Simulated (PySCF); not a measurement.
YCl3, SMILES [Cl][Y]([Cl])[Cl].

Geometry optimised at PBE-D3(BJ)/def2-SVP. The isomer is the one that the SMILES or the coordinates give; other isomers of the formula were not compared. The def2 effective core potentials stand for the cores of Y; spin–orbit coupling is left out.

Level of theory: PBE-D3(BJ)/def2-SVP in PySCF.

Frequencies are harmonic and unscaled.

Modes within 1.5 cm⁻¹ of each other (mostly degenerate sets) share a row, with their intensities summed.

```csv
mode,ν (cm⁻¹),IR (km/mol),moving atoms (share of kinetic energy)
1,34,38.0,"Y 54 %, Cl 46 %"
2–3,82,7.5,"Cl 86 %, Y 14 %"
4,327,0.0,Cl 100 %
5–6,388,210.9,"Cl 60 %, Y 40 %"
```
